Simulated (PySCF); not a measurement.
TDDFT excited states: C7H12

Species: 2,4-dimethyl-1,4-pentadiene, C7H12.
InChI=1S/C7H12/c1-6(2)5-7(3)4/h1,3,5H2,2,4H3

Computed with PySCF 2.14.0, density-fitted response routines, TDDFT PBE0/def2-SVPD, vertical, gas phase, core orbitals frozen in the response. The structure is a single GFN2-xTB conformer in the gas phase; no vibrational or solvent corrections. Torsions of this conformer, `[CH2:1]=[C:2]([CH3:3])[CH2:4][C:5](=[CH2:6])[CH3:7]`: C1–C2–C4–C5 112°, C2–C4–C5–C6 112°.

Question: Predict the UV-vis stick spectrum at this level.

Answer: 

| state | λ (nm) | E (eV) | f | symmetry | main configurations (H = HOMO, L = LUMO) |
| --- | --- | --- | --- | --- | --- |
| S1 | 196.7 | 6.30 | 0.0000 | – | H→L (90%) |
| S2 | 194.3 | 6.38 | 0.147 | B | H-1→L (84%), H→L+2 (13%) |
| S3 | 183.1 | 6.77 | 0.0014 | – | H→L+1 (95%) |
| S4 | 180.1 | 6.88 | 0.0072 | B | H-1→L+1 (93%) |
| S5 | 169.2 | 7.33 | 0.508 | B | H→L+2 (82%), H-1→L (11%) |
| S6 | 166.4 | 7.45 | 0.0024 | A | H-1→L+2 (83%) |

Triplets (Tamm–Dancoff): T1 4.34 eV, H→L (67%), H-1→L+2 (25%); T2 4.39 eV, H-1→L (65%), H→L+2 (26%).

The lowest singlet lies at 6.30 eV (197 nm, vacuum ultraviolet) and is dark (f under 0.0005); its leading configuration is HOMO→LUMO (90%). The strongest level in the table is S5 at 7.33 eV (169 nm, f = 0.508). Löwdin shares by element: HOMO carbon 69% or more (atoms not listed hold the other 31%); LUMO carbon 62% or more (atoms not listed hold the other 38%). Orbital energies (eV): HOMO-3 -9.74, HOMO-2 -9.54, HOMO-1 -7.27, HOMO -7.15, LUMO 0.00, LUMO+1 0.69, LUMO+2 0.91. Weighted by f, the mean energy of these states is 7.11 eV. Of the 6 states listed, 2 reach f = 0.01 and 1 stays under 0.0005. Symmetry labels in C2 follow from the direction of the transition dipole and are given only for states with f of 0.002 or more. Only the lowest 6 singlets were computed, as vertical energies without vibronic structure.
